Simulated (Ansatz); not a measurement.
A structure relaxed at PBE0-D4/def2-TZVP, charge 0, multiplicity 1:

```xyz
10

F     0.1876    2.2851   -1.4175
Si   -0.6505    1.4140   -0.3833
Cl   -1.9574    0.3167   -1.4969
N     0.3318    0.3569    0.5058
Ge    0.7352   -1.4024    0.1956
Cl   -0.7220   -2.6539    1.1734
H    -1.3620    2.3628    0.4889
H     0.6979    0.7162    1.3765
H     2.0813   -1.7053    0.8584
H     0.6582   -1.6900   -1.3008
```

Give its formula and SMILES.

Cl2FGeH4NSi, `F[SiH](Cl)[NH][GeH2][Cl]`.

Summarise the bond lengths by kind.

1 × F–Si 1.591 Å; 1 × Cl–Si 2.038 Å; 1 × N–Si 1.695 Å; 1 × H–Si 1.472 Å; 1 × Ge–N 1.831 Å; 1 × H–N 1.011 Å; 1 × Cl–Ge 2.155 Å; 2 × Ge–H 1.526 to 1.531 Å.

All numbers were calculated with Ansatz.
